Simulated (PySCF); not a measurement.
Continuum solvent and chemical shifts

Numbering as in the mapped SMILES `[F:1]/[CH:2]=[CH:3]/[C@@H:4]1[CH2:5][BH:6][CH2:7][CH2:8][CH2:9]1`. Each H is labelled by its parent atom. Ha(C5), Ha(C7), Ha(C8), Ha(C9) are cis to C3 on the ring; Hb(C5), Hb(C7), Hb(C8), Hb(C9) are trans to C3 on the ring.

GIAO PBE0/pcSseg-1 in PySCF on one PBE0-D3(BJ)/def2-SVP conformer, non-relativistic, equivalent nuclei averaged. Solvents enter as an IEF-PCM continuum (benzene with ε = 2.3, dichloromethane with ε = 8.9) around the gas-phase geometry. Shifts are referred to CFCl3, TMS, BF3·OEt2 computed in the same medium.

Gas phase, δ in ppm: F1 -128.9, C2 157.4, C3 125.7, C9 37.6, C4 34.1, C5 32.4, C7 30.3, C8 25.4, B6 86.5, H(B6) 7.61, H(C2) 6.55, H(C3) 5.72, H(C4) 2.14, Hb(C7) 2.13. Dipole moment 1.68 D.

Problem. How does each δ change in the continuum?

Solution. 
```json
{"atoms": "F1", "environment": "vinylic fluorine", "Δδ, benzene": "-3.6", "Δδ, dichloromethane": "-6.0"}
{"atoms": "C2", "environment": "alkene CH", "Δδ, benzene": "+0.4", "Δδ, dichloromethane": "+1.0"}
{"atoms": "C3", "environment": "alkene CH", "Δδ, benzene": "+1.1", "Δδ, dichloromethane": "+1.9"}
{"atoms": "C9", "environment": "sp3 CH2 in a ring", "Δδ, benzene": "+0.1", "Δδ, dichloromethane": "+0.2"}
{"atoms": "C4", "environment": "allylic sp3 CH", "Δδ, benzene": "+0.4", "Δδ, dichloromethane": "+0.7"}
{"atoms": "C5", "environment": "sp3 CH2 bonded to B", "Δδ, benzene": "+0.3", "Δδ, dichloromethane": "+0.6"}
{"atoms": "C7", "environment": "sp3 CH2 bonded to B", "Δδ, benzene": "+0.2", "Δδ, dichloromethane": "+0.4"}
{"atoms": "C8", "environment": "sp3 CH2 in a ring", "Δδ, benzene": "+0.3", "Δδ, dichloromethane": "+0.6"}
{"atoms": "B6", "environment": "boron bonded to 2 C, H, in a 6-membered ring", "Δδ, benzene": "+0.1", "Δδ, dichloromethane": "+0.1"}
{"atoms": "H(B6)", "environment": "hydrogen on a boron bonded to 2 C, in a 6-membered ring", "Δδ, benzene": "-0.06", "Δδ, dichloromethane": "-0.12"}
{"atoms": "H(C2)", "environment": "hydrogen on an alkene CH", "Δδ, benzene": "+0.08", "Δδ, dichloromethane": "+0.17"}
{"atoms": "H(C3)", "environment": "hydrogen on an alkene CH", "Δδ, benzene": "+0.08", "Δδ, dichloromethane": "+0.13"}
{"atoms": "H(C4)", "environment": "hydrogen on an allylic sp3 CH", "Δδ, benzene": "+0.05", "Δδ, dichloromethane": "+0.10"}
{"atoms": "Hb(C7)", "environment": "hydrogen on an sp3 CH2 bonded to B", "Δδ, benzene": "-0.02", "Δδ, dichloromethane": "-0.05"}
```

Changes are relative to the gas phase. The dipole moment becomes 1.83 D in benzene, 1.93 D in dichloromethane.

Problem. Which of the listed nuclei move most (in ppm), and what does the model miss?

Solution. F1 (vinylic fluorine, -6.0 ppm) in dichloromethane. A continuum only polarises the solute; specific hydrogen bonds, the anisotropy of aromatic solvents and changes of geometry or conformer are outside it.
